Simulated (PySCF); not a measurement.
# What a mistake does to a calculation on GeH5NSi2

These are calculations, not measurements. The program is PySCF 2.14.0, an open-source quantum chemistry code, run on an isolated molecule that a program drew, which may never have been made. The molecule is GeH5NSi2 (charge 0, singlet), drawn as the SMILES string `[SiH]N=[SiH][GeH3]`.

Each row is a Hartree-Fock (HF) and frozen-core CCSD(T) single point in the cc-pV(D+d)Z basis, meant for a local HF minimum. Run 1 is clean. Each other run has one planted mistake out of seven kinds, and not every kind appears here: one electron removed, one electron added, multiplicity raised by two, geometry at a saddle point, minimal basis STO-3G, one bond length entered in bohr, all coordinates scaled. The reference is restricted for singlets and unrestricted otherwise, and also for a bond in bohr. Adding or removing an electron swaps singlet and doublet. Electrons count all cores. HOMO and LUMO are orbital energies over both spins, the gradient is its largest component, and the lowest frequency (negative if imaginary) is given only where the gradient is small. Bond lengths are over the 8 bonds as drawn. T1 is the CCSD diagnostic: over 0.02 (restricted) or 0.045 (unrestricted) a single reference is doubtful. Germanium has the cc-pVDZ-PP basis, with a core potential (ECP10MDF) in place of its 10 inner electrons, and its 3s, 3p and 3d shells are frozen in CCSD(T).

Geometry of the clean run:
```xyz
9
GeH5NSi2, angstrom
Si   -0.1532   -3.0524   -0.8201
N     0.8016   -1.7092   -0.4824
Si    1.8359   -0.5820   -0.1287
Ge    2.2292    0.1973    2.1072
H    -1.4782   -2.3309   -1.0723
H     2.6420    0.0823   -1.1756
H     1.8957    1.6892    2.1872
H     1.3513   -0.5936    3.0719
H     3.7075    0.0070    2.4570
```

```
run  electrons  basis functions  <S^2>  HOMO (eV)  LUMO (eV)  gradient (hartree/bohr)  lowest frequency (cm^-1)  mean bond (Å)  longest bond (Å)      T1  HF (hartree)  CCSD(T) (hartree)                          mistake
  1         72              108  0.000      -7.71       1.20                  2.4e-06                        40         1.6560             2.400  0.0227    -928.55774         -929.07161                         no fault
  2         72              108  1.350      -7.27       1.34                  5.9e-02                         -         1.8431             3.179  0.0441    -928.44223         -928.91481  one bond length entered in bohr
  3         71              108  0.773     -14.84      -5.60                  8.4e-02                         -         1.6560             2.400  0.0255    -928.31517         -928.79575             one electron removed
  4         73              108  0.804      -0.73       6.33                  7.2e-02                         -         1.6560             2.400  0.0263    -928.54806         -929.06955                                ?
```

**Which mistake was planted in run 4, and what did it cost?**

It counts 73 electrons, one more than the clean run, at the same geometry and basis. So the mistake is: one electron added. Subtracting run 1 and multiplying by 627.51 kcal/mol a hartree, the energy moved by 6.1 kcal/mol in HF and 1.3 kcal/mol in CCSD(T).

Cautions from the logs. Run 1: T1 is over the limit, so its CCSD(T) energy is less reliable; run 4: the added electron raises the CCSD(T) energy, so it isn't bound in this basis.
